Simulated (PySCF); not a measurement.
## Indirect couplings

Molfile (atoms numbered from 1):
```
C3H5FSe
     RDKit          3D

 10  9  0  0  0  0  0  0  0  0999 V2000
    1.3008    0.0808    0.0498 C   0  0  0  0  0  0  0  0  0  0  0  0
   -0.0503    0.6509   -0.1900 C   0  0  0  0  0  0  0  0  0  0  0  0
   -0.3577    2.3097   -0.7088 Se  0  0  0  0  0  2  0  0  0  0  0  0
   -1.2091   -0.2787    0.0375 C   0  0  0  0  0  0  0  0  0  0  0  0
   -0.8052   -1.5285    0.4258 F   0  0  0  0  0  0  0  0  0  0  0  0
    2.0880    0.8206   -0.1340 H   0  0  0  0  0  0  0  0  0  0  0  0
    1.3689   -0.2981    1.0840 H   0  0  0  0  0  0  0  0  0  0  0  0
    1.4527   -0.8032   -0.5932 H   0  0  0  0  0  0  0  0  0  0  0  0
   -1.8703    0.1416    0.8150 H   0  0  0  0  0  0  0  0  0  0  0  0
   -1.8005   -0.3648   -0.8901 H   0  0  0  0  0  0  0  0  0  0  0  0
  1  2  1  0
  2  3  2  0
  2  4  1  0
  4  5  1  0
  1  6  1  0
  1  7  1  0
  1  8  1  0
  4  9  1  0
  4 10  1  0
M  END
```

Indirect spin–spin couplings were computed at B3LYP/pcJ-1 (pcSseg-1 on Se) (spin–dipole term only in couplings to heteroatoms) (PySCF) on a PBE0-D3(BJ)/def2-SVP structure, for the isolated molecule, without vibrational or relativistic corrections. Couplings are averaged over pairs made equivalent by symmetry, fast rotation or ring inversion, so a value needn't be that of the named pair in this geometry, while other rotamers aren't included; one pair stands for each set, and the list holds those of at least 1.5 Hz over up to four bonds. One-bond C–F couplings come out tens of Hz too large with common functionals.

Isotopes: $^{13}$C, $^{19}$F, $^{1}$H.

```
   pair  bonds  J (Hz)
 C1, C2      1    41.4
 C1, H6      1   138.3
 C2, C4      1    41.0
 C4, F5      1  -255.9
 C4, H9      1       ?
 C1, C4      2     3.4
 C2, F5      2     9.9
 C2, H6      2       ?
 C2, H9      2    -7.4
 F5, H9      2       ?
 H6, H7      2       ?
H9, H10      2   -27.9
 C1, F5      3     4.1
 C1, H9      3     2.2
 C4, H6      3     3.7
 F5, H6      4       ?
 H6, H9      4    -4.2
```

Estimate the withheld couplings, with signs.

Results:


- $^{1}J$(C4,H9) = 162.4 Hz (bond length 1.104 Å, sp3 carbon)
- $^{2}J$(C2,H6) = -9.1 Hz (mean over equivalent pairs that range from -11.5 to -4.4 Hz in this conformer)
- $^{2}J$(F5,H9) = 56.9 Hz (angle at C4 109°)
- $^{2}J$(H6,H7) = -17.7 Hz (mean over equivalent pairs that range from -29.2 to -11.9 Hz in this conformer)
- $^{4}J$(F5,H6) = 7.4 Hz (mean over equivalent pairs that range from 3.6 to 15.0 Hz in this conformer)

Relativistic effects of the heavier atoms present are left out.
